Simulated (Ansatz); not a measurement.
A search over several starts for the lowest SCF solution of Pt2H⁻ at the given spin, in a small basis.

```yaml
crystal:
  periodic: [false, false, false]
  atoms:
    - {symbol: Pt, position_ang: [-0.406071, -0.526530, -0.407548]}
    - {symbol: Pt, position_ang: [1.723094, -0.192442, 0.696726]}
    - {symbol: H, position_ang: [-1.317024, 0.718971, -0.289168]}
basis:
  gaussian: {orbitals: def2-SVP}
total_charge: -1
magnetization: {spin_polarized: true, initial_magnetization: 0}
hamiltonian: {xc: pbe0, dispersion: d4}
output: {orbitals: {seedname: orbitals}}
```

```sh
$ ansatz run in.yaml --threads 4 --pin off --events-out ev --progress --plain --max-ram 3916MiB
```

Shortened log:

```
Functional definition: PBE0
  name "PBE0"
  cite "Adamo & Barone, J. Chem. Phys. 110, 6158 (1999) doi:10.1063/1.478522"
  cite "Perdew, Burke & Ernzerhof, Phys. Rev. Lett. 77, 3865 (1996) doi:10.1103/PhysRevLett.77.3865"
  parent pbe
  parameter a = 0.25
  parameter kappa = 0.804
  parameter beta = 0.06672455060314922
  exchange = (1 - a)*pbe_x(kappa = kappa, mu = beta*pi^2/3) + a*exact_x
  correlation = pbe_c(beta = beta)
705 factors; integrals over basis functions are off by at most 9.6e-4 eV
mean field evaluation 1: about -6509.7648 eV, gradient 1.5e1 eV
mean field evaluation 2: about -6501.7130 eV, gradient 4.4e1 eV
mean field evaluation 4: about -6510.8216 eV, gradient 2.4e0 eV
mean field evaluation 8: about -6510.9637 eV, gradient 3.2e-1 eV
mean field evaluation 16: about -6510.9657 eV, gradient 1.1e-2 eV
mean field evaluation 32: about -6510.9972 eV, gradient 7.6e-1 eV
mean field evaluation 64: about -6510.9868 eV, gradient 1.8e0 eV
mean field evaluation 96: about -6504.1533 eV, gradient 1.3e2 eV
mean field evaluation 128: about -6510.9813 eV, gradient 2.1e-2 eV
mean field evaluation 160: about -6505.9143 eV, gradient 7.6e0 eV
mean field evaluation 192: about -6510.9720 eV, gradient 2.7e-1 eV
mean field evaluation 224: about -6510.9816 eV, gradient 1.2e-3 eV
mean field evaluation 256: about -6510.9719 eV, gradient 2.4e-1 eV
mean field evaluation 288: about -6510.9816 eV, gradient 1.1e-3 eV
mean field evaluation 320: about -6510.9660 eV, gradient 1.6e-2 eV
mean field evaluation 352: about -6510.9115 eV, gradient 8.9e-1 eV
mean field -6511.03986772 eV, -239.2763017973 hartree, gradient 9.9e-6 eV, S^2 0.555601; 13 other end points of the search recorded, 0 dependent functions left out
reference -6511.03989349 eV, -239.2763027444 hartree; 19, 19 occupied and 50, 50 virtual orbitals, 705 factors
Total energy: -6511.12016606 eV, -239.2792527069 hartree
```

It took 16 s on 4 threads of Arm Neoverse V2 on a shared host.

Other converged states that the search met: 0.07 eV higher (⟨S²⟩ = 0.00).

In the def2 sets Pt takes a core potential; there is no spin–orbit coupling. The unrestricted singlet has broken spin symmetry (⟨S²⟩ up to 0.56). At PBE0-D4/def2-TZVPD a triplet of charge -1 lies 0.06 eV below the unrestricted singlet, which stands at the restricted singlet's geometry. The structure comes from a short search, and lower isomers may exist.
